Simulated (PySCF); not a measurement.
CH9ClSi3.
Cartesian coordinates in Å at the PBE0-D3(BJ)/def2-SVP level; atoms count from 1:
```xyz
14
CH9ClSi3 angstrom
Si    -2.8928   -1.6439   -1.7702
C     -1.1703   -2.1531   -2.3675
Si     0.1738   -1.1406   -1.5076
Si    -0.8269   -3.9761   -2.1547
Cl    -2.5347   -5.0866   -2.5638
H     -3.9388   -2.0544   -2.7502
H     -2.9405   -0.1564   -1.6114
H     -3.1690   -2.2677   -0.4416
H     -1.1181   -1.9275   -3.4488
H     -0.0711   -1.1375   -0.0333
H      0.1658    0.2645   -2.0116
H      1.5236   -1.7388   -1.7570
H      0.2435   -4.4344   -3.0837
H     -0.4399   -4.2661   -0.7447
```

The closed-shell ground state was solved at several levels (PySCF, density fitting, gas phase, non-relativistic).

```
             level  basis functions  HOMO (eV)  LUMO (eV)  gap (eV)  dipole (D)
     PBE0/pcSseg-0               79      -8.88      -0.13      8.75        2.40
      KT3/pcSseg-1              158      -7.59      -0.94      6.65        1.63
      PBE/pcSseg-1              158      -7.50      -0.99      6.51        1.63
      KT2/pcSseg-1              158      -7.58      -1.13      6.45        1.65
      LDA/pcSseg-1              158      -7.60      -1.27      6.33        1.70
CAM-B3LYP/pcSseg-1              158     -10.10       0.96     11.06        1.77
      PBE0/cc-pVTZ              292      -8.71      -0.13      8.58        1.49
```

**Question.** What might BHandHLYP/pcSseg-1 (158 basis functions) give for the same quantities?

**Answer.** HOMO -9.96 eV, LUMO 0.84 eV, gap 10.80 eV, dipole 1.82 D.

**Question.** Over all these levels, which gives the widest orbital gap and which the narrowest?

**Answer.** CAM-B3LYP/pcSseg-1 (range-separated hybrid) has the widest, 11.06 eV, and LDA/pcSseg-1 (LDA) the narrowest, 6.33 eV. The two share the basis. From the narrowest to the widest the HOMO moves by -2.50 eV and the LUMO by +2.23 eV.

**Question.** How far do the dipole and the HOMO energy spread over the levels?

**Answer.** The dipole runs from 1.49 to 2.40 D (mean 1.76 D) and the HOMO from -10.10 to -7.50 eV.

One conformer stands for the species.
